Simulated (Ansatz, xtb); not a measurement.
## Relative energy of two isomers of CH9NOSi3

Structure I is `N[SiH2][Si@@H]([SiH3])C=O`, a singlet and structure II is `N[Si@@H](C=O)[SiH2][SiH3]`, a singlet. Both are isolated molecules in the gas phase, relaxed with B3LYP/def2-SVP, each in the lowest conformer that the search found.

Question: Estimate which is lower in electronic energy at CCSD(T)/def2-SVP + ΔMP2/def2-TZVPP, and by roughly how much.

Answer: Too close to call at this level: CCSD(T)/def2-SVP + ΔMP2/def2-TZVPP gives E(II) − E(I) = +0.005 eV.

Level by level:

```csv
level,geometry,E(II) − E(I) (eV),departure from the last row (eV),"job, with rough time for the two"
GFN2-xTB,GFN2-xTB,+0.114,+0.109,"optimisation, 1 s"
HF/STO-3G,GFN2-xTB,−0.007,−0.013,"single point, 0.68 s"
r2SCAN-D4/def2-SVP,GFN2-xTB,+0.007,+0.002,"single point, 4.3 s"
B3LYP/def2-SVP,B3LYP/def2-SVP,+0.007,+0.001,"optimisation, 2.9 min"
HF/def2-SVP,B3LYP/def2-SVP,+0.022,+0.016,part of the CCSD(T) run
MP2/def2-SVP,B3LYP/def2-SVP,+0.037,+0.032,part of the CCSD(T) run
CCSD(T)/def2-SVP,B3LYP/def2-SVP,+0.038,+0.033,single point
CCSD(T)/def2-SVP + ΔMP2/def2-TZVPP,B3LYP/def2-SVP,+0.005,,"single point, 57 s"
```

As drawn, both hold the same kinds of bond in the same numbers.

The largest departure from CCSD(T)/def2-SVP + ΔMP2/def2-TZVPP is that of GFN2-xTB, 0.109 eV. The last row adds to CCSD(T) the change of the MP2 difference between the two basis sets, here −0.033 eV.

With thermal terms from frequencies at re-optimised GFN2-xTB minima (ideal gas, soft modes damped towards free rotors, one conformer each, 298.15 K, 1 atm): on the last row, ΔE + ΔZPE = −0.004, ΔH = +0.002, ΔG = −0.020 eV.

The correlated steps freeze 18 core orbitals. Run with Ansatz 0.2.0, xtb 6.7.1; the last row on 2 threads of Intel(R) Xeon(R) 6975P-C (Granite Rapids) on a shared host.
